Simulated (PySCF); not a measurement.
## Te²⁸⁺: ionisation energy

Te²⁸⁺ [Ar] 3d6 (5D) → Te²⁹⁺ [Ar] 3d5 (6S), as a difference of total energies. Computed with PySCF 2.14 in an even-tempered Gaussian basis (18 s from 3.9 bohr⁻², ratio 2.5; 12 p from 5 bohr⁻², ratio 2.5; 8 d from 5 bohr⁻², ratio 2.5; 4 f from 21 bohr⁻², ratio 2.7; 3 g from 31 bohr⁻², ratio 2.7), with the spin-free X2C one-electron Hamiltonian (Gaussian nucleus). Correlated levels: outer shells: [Ne] frozen; virtual orbitals above 40 to 60 times the deepest correlated orbital energy dropped. The calculations carry no spin-orbit coupling.

```csv
method,ionisation energy (eV)
UHF,1614.1
LDA,1616.5
PBE,1617.1
PBE0,1616.9
r2SCAN,1617.1
B2PLYP,1616.4
M06-L,1616.4
MP2 (outer shells),1615.4
SCS-MP2 (outer shells),1615.6
```

A first-order spin-orbit estimate (lowest level to lowest level, LS coupling) adds 4.836 eV.

Breit and QED terms and the two-electron picture change are absent.

First order in ζ underestimates the shift of j = l − 1/2 levels at high Z.

For comparison: 1618 ± 4 eV (theoretical estimate listed by NIST; NIST Atomic Spectra Database, ionization energies).
